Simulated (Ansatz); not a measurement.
Reaction (ligand exchange at the Si–C bond): `[SiH3]C1(Cl)C=C1` + `C=C(F)S` → `C=C(F)S[SiH3]` + `ClC1C=C1`

Computed with Ansatz on PBE0-D4/def2-TZVP structures; ΔE is electronic, products minus reactants. CBS: MP2 limit from def2 TZ/QZ plus the TZ coupled-cluster correction, frozen cores. DFT in def2-TZVPP. B3LYP here is the variant with VWN-RPA as its local correlation; programs differ in this. One conformer a species, not always the lowest.

`[SiH3]C1(Cl)C=C1`:

Z-matrix (Å, degrees):
```
Si
C 1 1.873
H 1 1.484 2 109.9
H 1 1.489 2 108.0 3 119.6
H 1 1.484 2 109.9 3 -120.9
Cl 2 1.835 1 107.8 3 60.4
C 2 1.474 1 127.2 3 -86.3
C 2 1.474 1 127.1 3 -153.0
H 7 1.076 2 144.7 1 71.9
H 8 1.077 2 144.7 1 -71.9
```

`C=C(F)S`:

```xyz
7

C    -0.373   -0.207    0.853
C     0.058    0.536   -0.152
F     0.005    1.870   -0.088
S     0.748    0.067   -1.694
H    -0.333   -1.285    0.807
H    -0.772    0.271    1.737
H     0.668   -1.252   -1.462
```

`C=C(F)S[SiH3]`:

Cartesian coordinates in Å:
```
C -0.867 -0.147 2.043
C 0.006 -0.106 1.052
F 0.814 -1.152 0.816
S 0.282 1.270 0.000
Si 0.518 0.255 -1.881
H -0.907 -1.008 2.697
H -1.539 0.682 2.209
H 0.531 1.363 -2.866
H -0.629 -0.654 -2.121
H 1.790 -0.501 -1.948
```

`ClC1C=C1`:

```xyz
7

Cl   -0.566   -1.124    1.765
C     0.246    0.006    0.624
C     0.326   -0.330   -0.799
C    -0.516    0.600   -0.476
H     1.028    0.524    1.170
H     0.771   -0.976   -1.537
H    -1.289    1.299   -0.747
```

```csv
level,ΔE (kJ/mol),difference from CCSD(T)/CBS
PBE-D4,-63.4,-0.7
r2SCAN-D4,-64.4,-1.7
PBE0-D4,-66.0,-3.3
B3LYP-D4,-61.7,1.0
ωB97X-V,-64.8,-2.1
ωB97M-V,-63.4,-0.7
B2PLYP,-63.6,-0.9
PBE,-64.7,-2.0
r2SCAN,-64.7,-2.0
PBE0,-67.2,-4.5
B3LYP,-63.9,-1.2
HF/def2-TZVPP,-68.6,-5.9
MP2/def2-TZVPP,-62.9,-0.2
SCS-MP2/def2-TZVPP,-62.4,0.3
CCSD/def2-TZVPP,-62.9,-0.2
CCSD(T)/def2-TZVPP,-61.9,0.8
HF/def2-QZVPP,-68.3,-5.6
MP2/def2-QZVPP,-63.3,-0.6
SCS-MP2/def2-QZVPP,-62.9,-0.2
HF/CBS(def2),-68.2,-5.5
MP2/CBS(def2),-63.8,-1.1
CCSD/CBS(def2),-63.8,-1.1
CCSD(T)/CBS,-62.7,0
```

Largest T1 diagnostic among the species: 0.013.

In def2-TZVPP, CCSD(T) changes the Hartree–Fock value by +6.7 kJ/mol (the triples alone add +1.1 kJ/mol) and MP2 by +5.7 kJ/mol.
